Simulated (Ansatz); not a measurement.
Reaction (substitution at a C–N bond): `CN1B[SiH2]1` + `[NH2][In]([F])[F]` → `C[NH][In]([F])[F]` + `B1N[SiH2]1`

Calculated with Ansatz (gas phase, PBE0-D4/def2-TZVP geometries, no zero-point term in ΔE). CCSD(T)/CBS adds triple-zeta CCSD(T) − MP2 to the extrapolated MP2 energy (def2 sets, frozen cores). DFT in def2-TZVPP. def2 core potentials past Kr. For In outer-core shells are correlated without core-valence functions, which leaves a few kJ/mol of doubt a bond. Each species was taken in one conformer, which may not be the lowest.

```csv
level,ΔE (kcal/mol)
PBE-QIDH,6.5
r2SCAN,6.6
CCSD(T)/def2-SVP,5.2
MP2/def2-TZVPP,6.8
```

Q: What does CCSD(T)/CBS give? (An estimate is asked.)

A: Computed: +6.0 kcal/mol. The listed levels differ from it by 0.5, 0.6, -0.8, 0.8 kcal/mol.

Largest T1 diagnostic among the species: 0.016.

At CCSD(T), def2-SVP lies −0.8 kcal/mol from the extrapolated value and def2-TZVPP +0.3 kcal/mol. Leaving LDA and LC-ωPBE aside and taking each functional with its dispersion term where it has one, the values, not all of them listed here, spread over 1.3 kcal/mol, from ωB97X-V to revPBE-D4.
